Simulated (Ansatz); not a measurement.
Born–Oppenheimer molecular dynamics of C3H7FSSi (13 atoms, charge 0, multiplicity 1). It starts at the highest image of a converged band. Of that band: Neighbouring images differ by up to 2.7 eV, so the band resolves the path poorly. A vibrational analysis at the climbing image gives 2 clearly imaginary modes (1426i, 106i cm⁻¹): a point of higher order, so a lower path passes nearby.

Computed with Ansatz, RKS B3LYP-D4/def2-SVP.

```
ensemble                      : NVE (velocity Verlet)
time step                     : 0.5 fs
steps asked                   : 120
starting velocities drawn for : 100 K
seed                          : 7732
```

First frame:

```xyz
13
Properties=species:S:1:pos:R:3
C -0.887 1.500 1.328
C 0.020 0.426 0.844
F 1.252 0.984 0.657
C -0.265 -0.863 0.516
Si -0.030 -1.260 -1.280
S 1.995 -1.486 -2.071
H -1.878 1.101 1.563
H -0.964 2.278 0.547
H -0.438 1.997 2.205
H 0.196 -1.686 1.083
H -0.621 -2.602 -1.530
H -0.730 -0.204 -2.068
H 2.371 -0.219 -1.779
```

Question: How far do the bonds stretch over the last three quarters of this one trajectory? (Pairs bonded in most of those frames.)

Answer: 
| bond | mean (Å) | spread (Å) | shortest | longest |
| --- | --- | --- | --- | --- |
| C1–C2 | 1.511 | 0.045 | 1.46 | 1.60 |
| C1–H7 | 1.100 | 0.011 | 1.08 | 1.12 |
| C1–H8 | 1.102 | 0.011 | 1.08 | 1.12 |
| C1–H9 | 1.107 | 0.017 | 1.08 | 1.13 |
| C2–F3 | 1.362 | 0.031 | 1.31 | 1.43 |
| C2–C4 | 1.359 | 0.019 | 1.33 | 1.39 |
| C4–Si5 | 1.864 | 0.037 | 1.80 | 1.92 |
| C4–H10 | 1.116 | 0.024 | 1.08 | 1.18 |
| Si5–S6 | 2.208 | 0.016 | 2.18 | 2.23 |
| Si5–H11 | 1.489 | 0.019 | 1.46 | 1.52 |
| Si5–H12 | 1.491 | 0.007 | 1.48 | 1.50 |
| S6–H13 | 1.355 | 0.021 | 1.32 | 1.38 |

Mean temperature of the second half: 1010 K. The conserved energy stayed within 0.066 meV per atom of its start (net change 0.008 meV per atom), so the integration is sound. The kinetic energy rose, since the run started high on the potential surface and went downhill. A run of 0.06 ps of so small a system gives no equilibrium averages. The orbitals stay closed-shell, which can raise the energy where a bond breaks towards radicals; this wasn't checked here.

Time of the run: 8.8 min on 2 threads of Arm Neoverse V2, with other jobs on the host, peak memory 0.32 GiB.
